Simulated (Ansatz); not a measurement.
Frontier orbitals of `C[O][V](=[O])([OH])[F]`.

```xyz
10

C    -0.489    1.049   -1.345
O    -0.303   -0.200   -0.732
V    -0.021   -0.739    0.888
O     0.083    0.522    1.792
O     1.492   -1.635    0.961
F    -1.345   -1.734    1.420
H     0.278    1.187   -2.112
H    -0.421    1.859   -0.613
H    -1.473    1.070   -1.819
H     2.199   -1.380    1.561
```

The species carries charge 0 and has multiplicity 1. Correlated methods include outer-core shells of V, which these sets cover unevenly. Scalar relativity is left out up to krypton. All single points use the PBE0-D4/def2-TZVP geometry. It is one conformer, not always the lowest. Basis def2-TZVPP, Ansatz.

A caution on the coupled-cluster cation, which keeps the state that its UHF reference found: large T1 diagnostic of the cation; spin contamination of the cation.

| functional | HOMO (eV) | LUMO (eV) | gap (eV) |
| --- | --- | --- | --- |
| LDA (SPW92) | -7.75 | -3.64 | 4.11 |
| PBE | -7.56 | -3.37 | 4.19 |
| r2SCAN | -7.92 | -3.40 | 4.52 |
| PBE0 | -9.13 | -2.55 | 6.58 |
| LC-ωPBE | -11.87 | -0.25 | 11.62 |
| ωB97M-V | -11.47 | -0.30 | 11.17 |

Q: What is the vertical ionisation energy at frozen-core CCSD(T)/def2-TZVPP? (Best estimate.)

A: Ansatz gave: 11.41 eV (T1 of the cation 0.093).

A quarter of exact exchange (PBE0) shifts PBE's HOMO by −1.57 eV and its LUMO by +0.82 eV; full exchange at long range (ωB97M-V) shifts them by −3.91 and +3.08 eV. The gap opens from 4.18 to 11.18 eV, since occupied levels lose self-interaction and empty ones feel all the electrons. −ε(HOMO) differs from that ionisation energy by −3.85 eV with PBE and +0.06 eV with ωB97M-V.

LC-ωPBE has ω = 0.4 bohr⁻¹.
